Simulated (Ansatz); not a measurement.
Harmonic frequencies (cm⁻¹) at PBE0-D4/def2-TZVP from Ansatz: 44, 105, 288, 414, 545, 623, 672, 814, 1366, 1769, 2021, 2844.

Each molecule was computed in one conformer, which needn't be the lowest.

Task: Which molecule is it?
A. `S[SiH2]CCl`
B. `OC(F)(Br)[TeH]`
C. `F/C=C1\CS1`
D. `O=[CH][GaH][F]`

Result: D.
